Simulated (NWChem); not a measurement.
Species: CH4BFOS; SMILES COB(F)S

```xyz
9

B      0.5575    -0.1349     0.0000
F      1.7460    -0.7274     0.0000
O      0.5249     1.2063     0.0000
C     -0.6693     1.9469     0.0000
H     -1.2765     1.7314    -0.8952
H     -1.2765     1.7314     0.8952
H     -0.4112     3.0145     0.0000
S     -0.9629    -1.1415     0.0000
H     -0.3131    -2.3234     0.0000
```
Atoms are numbered in this order, from 1.

Computed with NWChem. Coordinates come from a PBE0/def2-SVP optimisation.

Problem. Among these, which level gives the lowest value of “orbital gap (eV)”?
A) PBE/STO-3G
B) PBE/aug-pcseg-1
C) PBE/pcseg-1
D) PBE/pcseg-2

Solution. B, PBE/aug-pcseg-1. Values: PBE/aug-pcseg-1 5.85; PBE/pcseg-2 6.03; PBE/pcseg-1 6.19; PBE/STO-3G 6.47
